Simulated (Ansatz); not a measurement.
`[SiH3][SiH]1CBC1` + HCl → `Cl[SiH]1CBC1` + SiH₄  (cleavage of the Si–Si bond)

Calculated with Ansatz (gas phase, PBE0-D4/def2-TZVP geometries, no zero-point term in ΔE). CCSD(T)/CBS is the MP2 limit (def2-TZVPP, def2-QZVPP) plus CCSD(T) − MP2 in def2-TZVPP, frozen cores. This one scheme is used for every species. Functionals use def2-TZVPP.

CCSD(T)/CBS gives -97.0 kJ/mol.

Q: Another level gave -98.6 kJ/mol. Which?
A. MP2/def2-TZVPP
B. PBE-D4/def2-TZVPP
C. PBE0/def2-TZVPP
D. CCSD/def2-TZVPP

A: D. CCSD/def2-TZVPP -98.6, MP2/def2-TZVPP -103.0, PBE-D4 -81.8, PBE0 -91.3 kJ/mol.

Largest T1 diagnostic among the species: 0.013.

The D4 term adds +4.4 kJ/mol with B3LYP and +2.8 kJ/mol with PBE0; it sums over pairs of atoms, weighted by their polarisabilities, and B3LYP, whose exchange is more repulsive, gets the larger term. From PBE to PBE0 (25 % exact exchange), in def2-TZVPP and without D4, ΔE moves by −6.7 kJ/mol. In def2-TZVPP, CCSD(T) changes the Hartree–Fock value by +30.8 kJ/mol (the triples alone add +4.0 kJ/mol) and MP2 by +22.3 kJ/mol.

B3LYP here is the variant with VWN-RPA as its local correlation; programs differ in this.
